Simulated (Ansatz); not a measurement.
CuSe5, relaxed as a quartet with UKS PBE-D4/def2-SVP in Ansatz, starting from the PBE-D4/def2-SVP geometry of the neutral doublet. Force threshold 0.02 eV/Å.

At PBE-D4/def2-SVP a doublet of charge 0 lies 0.70 eV below the quartet, each at its own geometry. The structure comes from a short search, and lower isomers may exist.

Start:

Cartesian coordinates in Å:
```
Cu 0.341 1.353 -0.664
Se -1.811 -1.126 -0.501
Se 2.375 0.825 0.184
Se -0.770 -0.781 1.596
Se -1.635 0.924 -1.688
Se 1.500 -1.196 1.073
```

```json
{"step": "1", "energy (eV)": "-371289.7639", "largest force component (eV/Å)": "1.329", "SCF passes": "51"}
{"step": "2", "energy (eV)": "-371290.2194", "largest force component (eV/Å)": "1.039", "SCF passes": "40"}
{"step": "3", "energy (eV)": "-371290.4841", "largest force component (eV/Å)": "0.441", "SCF passes": "36"}
{"step": "4", "energy (eV)": "-371290.6630", "largest force component (eV/Å)": "0.323", "SCF passes": "35"}
{"step": "5", "energy (eV)": "-371290.7887", "largest force component (eV/Å)": "0.294", "SCF passes": "32"}
{"step": "6", "energy (eV)": "-371290.8719", "largest force component (eV/Å)": "0.231", "SCF passes": "35"}
{"step": "7", "energy (eV)": "-371290.9465", "largest force component (eV/Å)": "0.282", "SCF passes": "37"}
{"step": "8", "energy (eV)": "-371290.9836", "largest force component (eV/Å)": "1.144", "SCF passes": "38"}
{"step": "9", "energy (eV)": "-371291.1005", "largest force component (eV/Å)": "0.351", "SCF passes": "25"}
{"step": "10 (rejected)", "energy (eV)": "-371291.0247", "largest force component (eV/Å)": "0.691", "SCF passes": "30"}
{"step": "11", "energy (eV)": "-371291.1118", "largest force component (eV/Å)": "0.295", "SCF passes": "24"}
{"step": "12", "energy (eV)": "-371291.1140", "largest force component (eV/Å)": "0.210", "SCF passes": "29"}
{"step": "13", "energy (eV)": "-371291.1190", "largest force component (eV/Å)": "0.012", "SCF passes": "25"}
```

Force components are those of the run's own axes.

End:

```tsv
atom	x (Å)	y (Å)	z (Å)
Cu1	0.332	0.805	-0.669
Se2	-2.692	-0.741	-0.455
Se3	2.502	0.834	0.277
Se4	-0.403	-0.984	0.809
Se5	-1.778	0.931	-1.735
Se6	2.039	-0.845	1.772
```

Bonds formed: Cu1–Se4 (atoms count from 1).

No frequencies were taken in this run, so the end may be a saddle point.

It took 63 s on 4 threads of Arm Neoverse V2 on a shared host.
